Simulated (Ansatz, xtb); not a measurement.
## B2Cl2GeH4: which of two structures lies lower

We compare X, a singlet given by its coordinates, with Y, a singlet given by its coordinates. Both are isolated molecules in the gas phase, relaxed with B3LYP-D3(BJ)/def2-SVP.

X (Å):

```tsv
atom	x (Å)	y (Å)	z (Å)
B	0.7826	-0.2387	-0.8063
B	-0.7498	-0.4301	-0.1220
Cl	-2.1448	0.7342	-0.5052
Cl	0.8428	3.0414	-0.5208
Ge	0.0558	1.5131	0.8737
H	-0.9965	-1.2143	0.7520
H	1.0226	0.4696	-1.7408
H	-0.2724	-1.0192	-1.1937
H	1.6210	-0.9695	-0.3417
```

Close contacts (Å): B1–B2 1.69, B1–Ge5 2.53, B2–Cl3 1.86, B2–Ge5 2.33, Cl3–Ge5 2.71, Cl4–Ge5 2.21, B1–H7 1.20, B1–H8 1.37, B1–H9 1.21, B2–H6 1.20, B2–H8 1.31.

Y (Å):

```xyz
9

B    -0.0986    0.9689   -0.6658
B    -1.2477   -0.4075    0.1797
Cl    1.8453    0.5158   -0.4769
Cl   -0.1482   -1.8639    1.0051
Ge    0.2203   -1.1165   -1.2950
H    -1.7270    0.2594    1.0493
H    -2.0537   -0.9899   -0.5307
H    -0.3501    1.8898    0.0548
H    -0.2558    1.1822   -1.8582
```

Close contacts (Å): B1–B2 1.98, B1–Cl3 2.00, B1–Ge5 2.20, B2–Cl4 2.00, B2–Ge5 2.20, Cl3–Ge5 2.44, Cl4–Ge5 2.45, B1–H8 1.20, B1–H9 1.22, B2–H6 1.20, B2–H7 1.22.

**Question.** Estimate which is lower in electronic energy at CCSD(T)/def2-SVP + ΔMP2/def2-TZVPP, and by roughly how much.

**Answer.** The CCSD(T)/def2-SVP + ΔMP2/def2-TZVPP calculation puts structure X lower, by 38.8 kJ/mol.

The same difference at several levels:

| level | geometry | E(Y) − E(X) (kJ/mol) | departure from the last row (kJ/mol) | job, with rough time for the two |
| --- | --- | --- | --- | --- |
| B3LYP-D3(BJ)/def2-SVP | B3LYP-D3(BJ)/def2-SVP | +48.1 | +9.2 | optimisation, 2.1 min |
| HF/def2-SVP | B3LYP-D3(BJ)/def2-SVP | +67.8 | +29.0 | part of the CCSD(T) run |
| MP2/def2-SVP | B3LYP-D3(BJ)/def2-SVP | +48.1 | +9.3 | part of the CCSD(T) run |
| CCSD(T)/def2-SVP | B3LYP-D3(BJ)/def2-SVP | +50.5 | +11.7 | single point |
| CCSD(T)/def2-SVP + ΔMP2/def2-TZVPP | B3LYP-D3(BJ)/def2-SVP | +38.8 |  | single point, 59 s |

The levels shown agree on the order. The largest departure from CCSD(T)/def2-SVP + ΔMP2/def2-TZVPP is that of HF/def2-SVP, 29.0 kJ/mol. Levels run at GFN2-xTB geometries aren't shown. The last row adds to CCSD(T) the change of the MP2 difference between the two basis sets, here −11.7 kJ/mol.

With harmonic frequencies from B3LYP-D3(BJ)/def2-SVP (ideal gas, rigid rotor, one conformer each, 298.15 K, 1 atm): on the last row, ΔE + ΔZPE = +35.6 kJ/mol. A mode under 50 cm⁻¹ makes harmonic enthalpies and free energies unreliable, so none is given.

The correlated steps freeze 21 core orbitals; the filled d shell of Ge is correlated, in a basis made for valence electrons. Programs: Ansatz 0.2.0; the last row on 2 threads of Intel(R) Xeon(R) Platinum 8488C (Sapphire Rapids) on a shared host.
